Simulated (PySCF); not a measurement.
**Circular dichroism: `[C@H]1(Cl)[C@H]2C[C@@H](F)[C@H]2C1`, C6H8ClF**

Cartesian coordinates in Å; atom numbers follow the order of the lines, from 1:
```xyz
16

F     1.6114   -1.3164    1.1654
C     1.3541   -0.7628   -0.0627
C     1.2421    0.7678   -0.0897
C    -0.1322    0.6543   -0.7729
C    -0.0946   -0.8767   -0.5490
C    -1.1396   -0.7184    0.5705
C    -1.3363    0.7494    0.1677
Cl   -1.2519    1.9527    1.4714
H     2.0944   -1.1814   -0.7505
H     1.1935    1.2061    0.9044
H     2.0089    1.2719   -0.6711
H    -0.2242    1.1213   -1.7489
H    -0.3165   -1.6051   -1.3229
H    -2.0262   -1.3393    0.4728
H    -0.7190   -0.8477    1.5650
H    -2.2718    0.9332   -0.3608
```

Level of theory: TDDFT B3LYP/def2-SVPD circular dichroism and optical rotation, one conformer, gas phase (PySCF 2.14.0). Geometry: GFN2-xTB.

States above about 7.9 eV (minus the energy of the highest occupied orbital) lie near or above the ionisation threshold and depend on the basis.

Assign R or S to each stereocentre.

C2 R, C4 S, C5 S, C7 R.

Which excitations and rotatory strengths does the calculation give?

Rotatory strengths R in 10⁻⁴⁰ esu² cm², velocity form and length form (origin at the centre of mass); f in length form.
| state | E (eV) | λ (nm) | f | R (velocity) | R (length) | main |
| --- | --- | --- | --- | --- | --- | --- |
| 1 | 7.16 | 173 | 0.015 | -7.3 | -7.1 | HOMO→LUMO+1 0.76, HOMO→LUMO 0.17 |
| 2 | 7.24 | 171 | 0.002 | +0.8 | +0.8 | HOMO→LUMO 0.78, HOMO→LUMO+1 0.17 |
| 3 | 7.26 | 171 | 0.004 | +0.2 | +0.1 | HOMO−1→LUMO+1 0.91 |
| 4 | 7.41 | 167 | 0.016 | -1.0 | -1.1 | HOMO−1→LUMO 0.93 |
| 5 | 7.72 | 161 | 0.012 | -6.1 | -6.1 | HOMO−2→LUMO 0.77, HOMO→LUMO+2 0.17 |
| 6 | 7.76 | 160 | 0.002 | -5.8 | -6.5 | HOMO→LUMO+2 0.69, HOMO−2→LUMO 0.13 |
| 7 | 7.94 | 156 | 0.020 | +23.9 | +24.9 | HOMO−2→LUMO+1 0.55, HOMO−1→LUMO+2 0.18 |
| 8 | 7.97 | 156 | 0.019 | +6.8 | +7.2 | HOMO−2→LUMO+1 0.33, HOMO−1→LUMO+2 0.21 |
| 9 | 8.01 | 155 | 0.003 | +9.8 | +10.5 | HOMO−1→LUMO+2 0.42, HOMO→LUMO+3 0.35 |
| 10 | 8.06 | 154 | 0.008 | -16.6 | -16.2 | HOMO−3→LUMO+1 0.36, HOMO→LUMO+3 0.21 |
| 11 | 8.11 | 153 | 0.001 | -1.8 | -1.8 | HOMO−3→LUMO+1 0.42, HOMO−3→LUMO 0.33 |
| 12 | 8.21 | 151 | 0.006 | -7.6 | -9.0 | HOMO−1→LUMO+3 0.64, HOMO−2→LUMO+2 0.23 |

Among the states computed, the strongest CD band (largest |R|) is state 7. The largest dissymmetry factor in size, g = 4R/(D+G), with D and G the electric and magnetic dipole strengths, is +0.039 for state 9 (velocity form, f = 0.003), among bands with |R| over 0.5. The mirror image has the same energies and oscillator strengths and all R with the opposite sign.
